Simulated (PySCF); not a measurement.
Spectrum to structure. Level of theory: PySCF 2.14.0, density-fitted response routines, TDDFT B3LYP/def2-SVPD, vertical, gas phase, core orbitals frozen in the response. Geometries: GFN2-xTB, one conformer each.

```tsv
state	E (eV)	λ (nm)	f
S1	5.87	211.3	0.0021
S2	5.99	206.8	0.0072
S3	6.04	205.3	0.0097
S4	6.20	200.0	0.0017
S5	6.30	196.9	0.040
S6	6.49	191.2	0.0073
S7	6.68	185.6	0.0011
S8	6.90	179.7	0.0017
```

Question: Which structure fits? All have the formula C5H9OP.
A. `CC[C@@H](C)P=C=O`
B. `CCCCP=C=O`
C. `CC#C[P@H](=O)CC`
D. `C=C[P@@]1(=O)C[C@@H]1C`

Answer: C. Its S1, at 5.87 eV, is the highest among the candidates; the nearest of the others has S1 at 4.87 eV. S1 is HOMO→LUMO (79%), HOMO-2→LUMO (11%). Löwdin shares by element: HOMO oxygen 57%, phosphorus 14%, carbon 10% or more, hydrogen 4% or more; LUMO carbon 45% or more, phosphorus 16%, oxygen 8% (atoms not listed hold the other 31%). At the same level the other candidates give, for their lowest levels:
- `CC[C@@H](C)P=C=O`: 2.94 eV (f 0.000); 4.87 eV (f 0.009); 5.69 eV (f 0.012); 5.95 eV (f 0.019); 6.35 eV (f 0.075); T1 2.59 eV; HOMO -6.33, LUMO -1.91 eV
- `C=C[P@@]1(=O)C[C@@H]1C`: 4.87 eV (f 0.125); 5.53 eV (f 0.001); 5.72 eV (f 0.010); 6.56 eV (f 0.001); 6.77 eV (f 0.008); T1 4.00 eV; HOMO -6.69, LUMO -1.17 eV
- `CCCCP=C=O`: 2.79 eV (f 0.001); 4.76 eV (f 0.007); 5.82 eV (f 0.025); 6.03 eV (f 0.010); 6.35 eV (f 0.015); T1 2.44 eV; HOMO -6.29, LUMO -2.02 eV

The values belong to the conformer `[CH3:1][C:2]#[C:3][P@H:4](=[O:5])[CH2:6][CH3:7]`: C3–P4–C6–C7 -55°.
Triplets come from the Tamm–Dancoff approximation.
